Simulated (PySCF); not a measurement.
H3O4Si, SMILES O[Si](O)(O)[O], multiplicity 2. Atoms are numbered in the order given.

```xyz
8

O     -1.2008     0.8169     0.8752
Si    -0.0275     0.0143    -0.0078
O     -0.7796    -1.1113    -0.9397
O      0.8813     0.9307    -1.0275
O      0.9569    -0.5744     1.1837
H     -0.4596    -1.1874    -1.8470
H      1.4421     1.6121    -0.6393
H      0.5394    -1.1195     1.8625
```
Charge 0, spin multiplicity 2.

Geometry: B3LYP-D3(BJ)/def2-SVP. The isomer is the one that the SMILES or the coordinates give; other isomers of the formula were not compared. The values are those of a single conformer.

Computed with B3LYP-D3(BJ)/def2-SVP (PySCF).

Frequencies are harmonic and unscaled.

```csv
mode,ν (cm⁻¹),IR (km/mol),moving atoms (share of kinetic energy)
1,121,45.4,"H 52 %, O 48 %"
2,217,72.0,"O 60 %, H 39 %"
3,225,123.5,"H 63 %, O 30 %"
4,286,10.0,"H 55 %, O 43 %"
5,306,20.5,"H 56 %, O 39 %"
6,329,87.1,"O 52 %, H 34 %, Si 13 %"
7,338,29.8,"O 62 %, Si 19 %, H 19 %"
8,373,97.4,"O 71 %, Si 22 %"
9,752,5.7,O 97 %
10,794,122.4,"H 78 %, O 21 %"
11,802,134.2,"H 80 %, O 19 %"
12,814,205.3,"H 67 %, O 32 %"
13,880,67.0,"O 53 %, Si 41 %"
14,986,199.1,"Si 47 %, O 41 %, H 12 %"
15,1008,200.4,"Si 49 %, O 37 %, H 14 %"
16,3866,142.6,H 94 %
17,3873,102.1,H 94 %
18,3884,102.0,H 94 %
```
